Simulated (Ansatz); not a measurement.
Reaction (substitution at a C–S bond): `C[S][Zn][S]C` + `N=S=O` → `CN=S=O` + `C[S][Zn][SH]`

Isolated molecules relaxed with PBE0-D4/def2-TZVP in Ansatz; ΔE leaves out vibrations. CBS: MP2 limit from def2 TZ/QZ plus the TZ coupled-cluster correction, frozen cores. This one scheme is used for every species. DFT in def2-TZVPP. For Zn outer-core shells are correlated without core-valence functions, which leaves a few kJ/mol of doubt a bond. Scalar relativity is left out up to krypton. One conformer a species, not always the lowest.

```json
{"level": "PBE0-D4", "ΔE (kJ/mol)": "-13.4"}
{"level": "PBE-QIDH", "ΔE (kJ/mol)": "-14.2"}
```

Question: What does CCSD(T)/CBS give? (An estimate is asked.)

Answer: Ansatz gave: -11.2 kJ/mol. The listed levels differ from it by -2.2, -3.0 kJ/mol.

Largest T1 diagnostic among the species: 0.020, so the coupled-cluster value is less sure than usual.

At CCSD(T), def2-SVP lies −13.6 kJ/mol from the extrapolated value and def2-TZVPP −3.0 kJ/mol. Leaving LDA and LC-ωPBE aside and taking each functional with its dispersion term where it has one, the values, not all of them listed here, spread over 4.7 kJ/mol, from CAM-B3LYP-D4 to ωB97M-V. LDA lies −7.8 kJ/mol from PBE without D4.
